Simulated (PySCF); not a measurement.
Ionisation energy of Tl³⁵⁺ by level of theory

Tl³⁵⁺ [Kr] 4d10 → Tl³⁶⁺ [Kr] 4d9 [4d3/2^4 4d5/2^5, M_J = 5/2], as a difference of total energies. All numbers are calculated (PySCF 2.14, the two-component X2C-1e Hamiltonian, in an even-tempered Gaussian basis (17 s from 3.7 bohr⁻², ratio 2.8; 14 p from 4.8 bohr⁻², ratio 2.8; 9 d from 4.8 bohr⁻², ratio 2.8; 3 f from 23 bohr⁻², ratio 3)). Correlated levels: [Ar] 3d10 frozen; the 92 highest virtual spinors dropped. "Screened" scales the spin-orbit matrix elements by Boettger's factors to mimic the two-electron term; Breit and QED terms are absent.

| method | ionisation energy (eV) |
| --- | --- |
| GHF (spin-free) | 1635.7 |
| GMP2 (spin-free) | 1636.0 |
| GHF (screened spin-orbit) | 1624.0 |
| GMP2 (screened spin-orbit) | 1624.4 |

Breit and QED terms and the two-electron picture change are absent.

The spin-free rows lack the spin-orbit shift.

For comparison: 1625 ± 5 eV (theoretical estimate listed by NIST; NIST Atomic Spectra Database, ionization energies).
